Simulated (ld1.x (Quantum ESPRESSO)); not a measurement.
## What one change does to a pseudopotential (rhodium (Rh), PAW)

ld1.x (Quantum ESPRESSO) 7.5 input, shortened:

```
&input
   title='Rh', zed=45., rel=1, dft='PBE', iswitch=3,
   config='[Kr] 4d9 5s0 5p0'
 /
 &inputp
   pseudotype=3, lpaw=.true., tm=.true., lloc=-1, rcloc=2.30,
   nlcc=.true., new_core_ps=.true.,
   which_augfun='PSQ', rmatch_augfun_nc=.true.
 /
6
4S  1  0   2.00   0.00  1.35  1.55  0.0
5S  2  0   0.00   0.00  1.35  1.55  0.0
4P  2  1   6.00   0.00  1.80  2.35  0.0
5P  3  1   0.00   0.00  1.80  2.35  0.0
4D  3  2   9.00   0.00  1.15  1.40  0.0
4D  3  2   0.00   0.85  1.15  1.40  0.0
 &test
   configts(1)='4s2 4p6 4d9 5s0 5p0'
 /
```

All-electron outer shells of the reference configuration (PBE, scalar-relativistic, ld1.x):

| shell | level (eV) | outermost node (bohr) | outermost maximum (bohr) |
| --- | --- | --- | --- |
| 3p | -479.63 | 0.15 | 0.34 |
| 3d | -297.37 | – | 0.29 |
| 4s | -79.41 | 0.47 | 0.88 |
| 4p | -47.45 | 0.47 | 0.94 |
| 4d | -3.59 | 0.46 | 1.15 |
| 5s | -3.36 | 1.20 | 2.77 |
| 5p | -0.41 | 1.37 | 4.45 |

Change: waves 4s (bound): rcut 1.35, rcutus 2.28 bohr; 5s (bound): rcut 1.35, rcutus 2.28 bohr.

Cutoffs: the cutoffs (Ry, on a coarse ladder) from which the occupation-weighted sum of valence levels, in a spherical-Bessel basis at the reference potential, stays within 10 and 1 mRy of its value at 400 Ry; they do not see the model core or the augmentation charge, which bear on the density cutoff. Errors are all-electron minus pseudo energies relative to the spin-unpolarised reference configuration.

Task: What does the change do?

Result: The potential gets neither clearly harder nor softer (50 Ry and 90 Ry → 50 Ry and 90 Ry); the d channel sets the loose cutoff, while the largest relative change is in s, which becomes softer; the number of tests with a reliable result goes from 7 to 0 (the test run of the changed file stopped, so its transferability is not established); the range in which the s phases agree narrows (upper end at the end of the scan → 2.1); neither file shows a bound ghost.

| quantity | base | changed |
| --- | --- | --- |
| cutoff, loose | 50 Ry | 50 Ry |
| cutoff, tight | 90 Ry | 90 Ry |
| loose cutoff by channel (10 mRy a level) | s 21 Ry, p 12 Ry, d 45 Ry | s 8 Ry, p 12 Ry, d 45 Ry |
| bound ghosts | none | none |
| tests with a reliable result | 7 of 7 | 0 of 7 (the test run stopped) |
| s: phases at 2.55 bohr within 0.05 rad from the reference energy up to (Ry; the scan ends near 5) | to the end of the scan | 2.1 |
| p: phases at 2.55 bohr within 0.05 rad from the reference energy up to (Ry; the scan ends near 5) | to the end of the scan | to the end of the scan |
| d: phases at 2.55 bohr within 0.05 rad from the reference energy up to (Ry; the scan ends near 5) | to the end of the scan | to the end of the scan |
| lowest overlap eigenvalue by channel | s 0.15, p 0.82, d 0.99 | s 0.13, p 0.82, d 0.99 |
